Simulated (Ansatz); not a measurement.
Basis sets compared for `C[Si](C)(C)[Si](C)(C)[Si](C)(C)C`. Charge 0, multiplicity 1. Geometry PBE-D4/def2-SVP. Ansatz on 2 threads of AMD EPYC 7R13 on a shared host and a share (18 GiB) of an NVIDIA H100 80GB HBM3; times are rough, and most runs start from earlier orbitals.

Cartesian coordinates in Å:
```
C 1.7603 2.1422 0.6025
Si 1.8372 0.2433 0.6920
C 1.6191 -0.3116 2.4982
C 3.5398 -0.3374 0.0702
Si 0.1516 -0.7171 -0.6473
C 0.5937 -0.4680 -2.4905
C 0.0518 -2.5881 -0.2670
Si -1.9461 0.2730 -0.2264
C -2.2864 0.3469 1.6440
C -3.3070 -0.7616 -1.0629
C -1.9832 2.0343 -0.9433
H 2.5975 2.6014 1.1695
H 0.8111 2.5249 1.0308
H 1.8255 2.4982 -0.4463
H 2.4106 0.1208 3.1463
H 1.6785 -1.4163 2.5826
H 0.6359 0.0047 2.9023
H 3.6215 -1.4434 0.1046
H 3.7134 -0.0180 -0.9781
H 4.3570 0.0831 0.6940
H 0.6707 0.6114 -2.7347
H 1.5667 -0.9428 -2.7351
H -0.1786 -0.9120 -3.1528
H 1.0233 -3.0896 -0.4588
H -0.2152 -2.7602 0.7959
H -0.7176 -3.0827 -0.8958
H -3.3041 0.7420 1.8478
H -2.2146 -0.6593 2.1060
H -1.5576 1.0072 2.1576
H -3.1405 -0.8297 -2.1578
H -4.3086 -0.3104 -0.8992
H -3.3295 -1.7949 -0.6595
H -1.2033 2.6747 -0.4831
H -2.9686 2.5154 -0.7675
H -1.8041 2.0197 -2.0382
```

B3LYP takes the VWN-RPA correlation. Single mean-field runs in def2-TZVP are fitted with def2-universal-jkfit.

Binding counts from free atoms (C triplet, Si triplet, H doublet) in the same basis, without a counterpoise term.

```
           level  functions  energy (Eh)  HOMO (eV)  LUMO (eV)  binding per atom (eV)  wall time
       HF/STO-3G         91   -1170.2233      -7.15      10.09                   3.92      6.5 s
        HF/6-31G        159   -1183.5143      -8.86       4.29                   2.84        7 s
 PBE-D4/def2-SVP        286   -1186.4805      -5.40      -0.01                   3.99      5.5 s
  B3LYP-D4/6-31G        159   -1187.7985      -6.26       1.11                   3.84      6.5 s
PBE0-D4/def2-SVP        286   -1186.6472      -6.49       0.74                   3.96        9 s
```

Estimate the rows for PBE-D4/def2-TZVP (with forces), B3LYP-D4/def2-TZVP, PBE0-D4/def2-TZVP.


```json
{"level": "PBE-D4/def2-TZVP (with forces)", "functions": "503", "energy (Eh)": "-1187.1390", "HOMO (eV)": "-5.47", "LUMO (eV)": "-0.39", "binding per atom (eV)": "3.97", "wall time": "8.5 s"}
{"level": "B3LYP-D4/def2-TZVP", "functions": "503", "energy (Eh)": "-1188.1607", "HOMO (eV)": "-6.37", "LUMO (eV)": "0.15", "binding per atom (eV)": "3.93", "wall time": "8 s"}
{"level": "PBE0-D4/def2-TZVP", "functions": "503", "energy (Eh)": "-1187.2904", "HOMO (eV)": "-6.52", "LUMO (eV)": "0.38", "binding per atom (eV)": "3.95", "wall time": "6.5 s"}
```
